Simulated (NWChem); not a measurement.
# C3H7NS; SMILES S1CN(C1)C

```xyz
12

C     -0.1678    -2.1174     0.0000
N      0.3601    -0.7841     0.0000
C      0.0200     0.0916    -1.1031
S     -0.0242     1.5580     0.0000
C      0.0200     0.0916     1.1031
H      0.1916    -2.6632    -0.8864
H      0.1916    -2.6632     0.8864
H     -1.2810    -2.1553     0.0000
H      0.7760     0.1479    -1.9049
H     -0.9742    -0.1101    -1.5553
H     -0.9742    -0.1101     1.5553
H      0.7760     0.1479     1.9049
```
Atoms are numbered in this order, from 1.

Program: NWChem. Pople sets run with spherical d functions. STO-3G and 3-21G are far too small for this property and stand as cheap habits. Coordinates come from a PBE0/def2-SVP optimisation. No frequency run checked for a minimum. B3LYP is NWChem's, with the RPA form of VWN correlation. Field at 589 nm.

| level | isotropic polarisability (bohr³) | anisotropy (bohr³) |
|---|---|---|
| B3LYP/STO-3G | [?] | [?] |
| B3LYP/6-31G* | 54.3 | 18.8 |
| B3LYP/def2-SVP | 54.7 | 17.2 |

Q: Complete the blanks.

A: 
- B3LYP/STO-3G, isotropic polarisability (bohr³): 26.8
- B3LYP/STO-3G, anisotropy (bohr³): 14.2
